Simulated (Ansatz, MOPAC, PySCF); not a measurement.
Pair of molecules: N2 (SMILES N#N) (first 2 atoms) with CHN (SMILES C#N); geometry from B3LYP-D3(BJ)/def2-TZVP, rigid monomers moved along the line of their centres of mass till N2···H5 is 4.40 Å.
(charge 0, multiplicity 1):
```csv
atom,x (Å),y (Å),z (Å)
N,0.0639,0.3230,-1.0964
N,0.0305,0.1182,-0.0260
C,-0.1374,-0.9204,5.3415
N,-0.1726,-1.1387,6.4663
H,-0.1045,-0.7159,4.2935
```

Monomers are frozen at their geometry in the pair; levels with a basis set take the counterpoise correction. Rows marked so take none.

Cores are frozen in the correlated methods. CBS(a, b) extrapolates the correlation energy as X⁻³ and adds the Hartree–Fock energy of set b. Rows in 3-21G, 6-31G*, STO-3G carry no dispersion term and start afresh at each structure (6-31G* with six Cartesian d functions). MP2/6-31G* freezes PySCF's default core. The state that AM1 reach isn't checked.

The values were computed with Ansatz (a program for electronic structure) with Gaussian orbitals; MOPAC for AM1 (differences of heats of formation); PySCF for 3-21G rows, 6-31G* rows, STO-3G rows, the dispersion terms. 

Other levels give for the interaction energy: PBE/def2-TZVPPD -0.21; B3LYP/def2-TZVPPD -0.18; B3LYP-D3(BJ)/def2-TZVPPD -0.23; wB97M-V/def2-TZVPPD -0.23; CCSD(T)/CBS(aug-cc-pVDZ, aug-cc-pVTZ) -0.23 kcal/mol.

What do these common cheap choices give for the same quantity: AM1, HF/STO-3G (no counterpoise), HF/3-21G (no counterpoise), HF/6-31G*, B3LYP/6-31G*, B3LYP/6-31G* (no counterpoise), M06-2X/6-31G* (no counterpoise), MP2/6-31G*?

AM1 -0.20; HF/STO-3G (no counterpoise) -0.22; HF/3-21G (no counterpoise) -0.27; HF/6-31G* -0.19; B3LYP/6-31G* -0.18; B3LYP/6-31G* (no counterpoise) -0.20; M06-2X/6-31G* (no counterpoise) -0.21; MP2/6-31G* -0.25 kcal/mol. They span -0.27 to -0.18 kcal/mol.
